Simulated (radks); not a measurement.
Problem. Yb+, configuration [Xe] 4f14 6p1 (not the ground configuration). Calculated with a radial shooting solver on a logarithmic mesh with Libxc functionals: scalar-relativistic Kohn-Sham, r2SCAN, spin-unpolarised, spherical densities, finite nucleus; meta-GGA in the generalised Kohn-Sham scheme; Fermi nuclear charge, rms radius 5.3108 fm. Some entries of the table are withheld. Estimate them.

orbital,occ.,eigenvalue (eV),<r^2> (bohr^2),<1/r> (bohr^-1)
1s,2,-61320.86,0.0005301,80.62
2s,2,-10420.16,0.008209,18.81
2p,6,-9181.880,0.006716,17.26
3s,2,-2363.963,0.05356,6.962
3p,6,-1988.829,0.05411,6.474
3d,10,-1531.570,0.04511,6.122
4s,2,-476.5432,(1),2.929
4p,6,-352.8870,0.3056,2.675
4d,10,-189.3388,0.3648,2.363
5s,2,-64.8715,1.652,1.092
5p,6,-36.7322,2.353,0.9048
4f,14,-11.1569,0.8416,1.735
6p,1,-6.1387,24.73,(2)

Solution. 
(1) 4s <r^2> (bohr^2): 0.2690
(2) 6p <1/r> (bohr^-1): 0.2597
